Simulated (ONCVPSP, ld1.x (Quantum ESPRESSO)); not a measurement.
Potentials for titanium compared

Generated with ld1.x 7.5 (TM, RRKJ, ultrasoft, PAW), atompaw 4.2 or ONCVPSP 4.0.1. The cutoff is in Ry: for ld1.x and atompaw files where the sum of valence levels is converged to 10 mRy in a Bessel basis, for ONCV files where the hardest occupied wave has 1 mHa per electron of residual kinetic energy. The error is the largest all-electron minus pseudo excitation energy over each file’s own four to seven test configurations (ionisations up to +4, promotions, holes and added fractions of an electron), all of which were solved. The labels leave out finer settings (local radius, basis sizes, second energies), which also bear on the numbers. Spin-polarised tests are not counted. The rows are a selection from randomly drawn settings: files with unsolved tests, undetermined cutoffs or missed reference levels are left out.

```csv
potential,cutoff (Ry),largest error (meV),bound ghosts
"PAW, PBE, scalar-relativistic, rc 3.05/1.55/2.10 (spd), local smoothed, core correction yes, reference 3p6 3d2 4s2 4p0",35,-80,none
"PAW, PBE, scalar-relativistic, rc 1.85/1.85/1.35/1.65 (spdf), local smoothed, core correction yes, reference 3s2 3p6 3d2 4s1 4p0",50,-19,none
"ONCV, PBE, scalar-relativistic, rc 1.70/1.65/1.70 (spd), local smoothed, core correction yes, reference 3s2 3p6 3d2 4s2, qcut 6.8/10.3/10, projectors 2/3/2",68,+30,none
"ONCV, PBE, scalar-relativistic, rc 1.55/1.55/1.40 (spd), local smoothed, core correction yes, reference 3s2 3p6 3d2 4s1.5 4p0.5, qcut 8.7/8.2/9.5, projectors 2/2/3",75,-1.1,none
"ONCV, LDA (Perdew-Wang 92), scalar-relativistic, rc 1.70/1.30/2.00/2.00 (spdf), local smoothed, core correction yes, reference 3s2 3p6 3d2 4s2, qcut 5.8/9.8/8.6/5.2, projectors 2/2/1/3",51,+60,none
```

Q: Fill in the row for Ti: ultrasoft, PBE, scalar-relativistic, rc 2.95/1.85/2.20 (spd), local smoothed, core correction yes, reference 3p6 3d2 4s1.5 4p0.

A: cutoff 25 Ry, largest error +18 meV, bound ghosts: none.

Q: Fill in the row for Ti: ONCV, LDA (Perdew-Wang 92), fully relativistic, rc 2.00/1.20/1.70 (spd), local smoothed, core correction yes, reference 3s2 3p6 3d2 4s2, qcut 6.9/6.9/9.9, projectors 2/2/2.

A: cutoff 71 Ry, largest error +25 meV, bound ghosts: none.
